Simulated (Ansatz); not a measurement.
**Energy profile**

The step: SiF₂ + H₂S → SiH₂SF₂ ([F][SiH]([F])[SH]); bonds formed: Si1–H4, Si1–S5; bonds broken: H4–S5 (atoms numbered as in the saddle structure below).

```tsv
atom	x (Å)	y (Å)	z (Å)
Si1	0.3093	-0.8152	0.3385
F2	-1.2134	-1.1502	0.6729
F3	0.6963	-1.7072	-0.9226
H4	0.9716	0.6562	0.5012
S5	0.0665	1.3402	-0.7669
H6	-0.8303	1.6763	0.1769
```

Electronic energies by CCSD(T) at an estimated basis limit (MP2 extrapolated from triple and quadruple zeta, plus CCSD(T) − MP2 in triple zeta), on PBE0-D4/def2-TZVP structures; SiH2SF2, singlet; no counterpoise correction. Program: Ansatz 0.2.0. Basis: def2-TZVPP and def2-QZVPP. Cores are frozen in the correlated methods. Extrapolation: Hartree–Fock as exp(−7.88 √X), correlation as X^−2.97.

**Question.** Give the profile in kJ/mol, counted from the separated reactants. (Judge from chemistry; the value comes from the calculation.)

**Answer.** By the calculation:
| point | kJ/mol |
| --- | --- |
| separated: SiF2 (linked as [F][Si][F]; Si1, F2, F3; singlet) + H2S (H4, S5, H6; singlet) | 0.0 |
| start structure | -17.2 |
| saddle | 95.0 |
| end structure | -205.0 |

No T1 diagnostic of these runs exceeds 0.016. The restricted Hartree–Fock reference is unstable towards an unrestricted one at one or more of these structures.

Losses and insertions of silylenes and their heavier kin drive the gas-phase chemistry of silicon and germanium vapour deposition.

For scale, one of the runs: CCSD(T)/def2-TZVPP, 174 basis functions, launched by `ansatz run in.yaml --threads 2 --pin off --events-out ev --progress --plain --max-ram 4352MiB`. The run took 50 s on 2 CPU threads of an Arm Neoverse V1 (shared host), with 1.5 GiB of host memory at its peak.
